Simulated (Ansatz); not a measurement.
`F[SiH](F)[AlH2]` + `N[SiH3]` → `[AlH2][NH][SiH3]` + `F[SiH2]F` at 600 K and 1 bar (cleavage of the Al–Si bond).

Gas-phase electronic energies from Ansatz, PBE0-D4/def2-TZVP geometries. CCSD(T)/CBS adds triple-zeta CCSD(T) − MP2 to the extrapolated MP2 energy (def2 sets, frozen cores). This one scheme is used for every species.

```
           species  CCSD(T)/CBS energy (Eh)  H − E (kJ/mol)  S (J/(mol·K))
 `F[SiH](F)[AlH2]`               -732.58614           126.4          419.1
         `N[SiH3]`               -346.80422           170.6          320.8
`[AlH2][NH][SiH3]`               -589.44550           197.8          395.5
        `F[SiH2]F`               -489.99391            92.8          309.1
```

H − E and S are ideal-gas, rigid-rotor, harmonic terms from PBE0-D4/def2-TZVP. 1 Eh = 2625.50 kJ/mol, R = 8.31446 J/(mol·K).

Task: By hand: ΔE, ΔH, ΔS and ΔG.

Result: ΔE = (-589.44550) + (-489.99391) − (-732.58614) − (-346.80422) = -0.04905 Eh = -128.8 kJ/mol. Δ(H − E) = 197.8 + 92.8 − 126.4 − 170.6 = -6.4, so ΔH = -135.2 kJ/mol. ΔS = 395.5 + 309.1 − 419.1 − 320.8 = -35.3 J/(mol·K). ΔG = -135.2 − 600 × (-35.3)/1000 = -114.0 kJ/mol.

Task: By hand: the equilibrium constant, and the temperature at which ΔG would vanish if ΔH and ΔS stayed fixed.

Result: log₁₀ K = −ΔG/(RT ln 10) = 9.9. ΔG = 0 at ΔH/ΔS = 3830 K, far beyond where these terms or the molecules hold.

ΔH outweighs TΔS. A doubt of 5 kJ/mol in ΔE shifts log₁₀ K by 0.4 here. Modes under 60 cm⁻¹, often nearly free rotors, make the harmonic entropy too high. These are equilibria of isolated gas molecules and say nothing of rates. Largest T1 diagnostic: 0.012 (customary marks: 0.02 for closed shells, 0.045 for open ones).
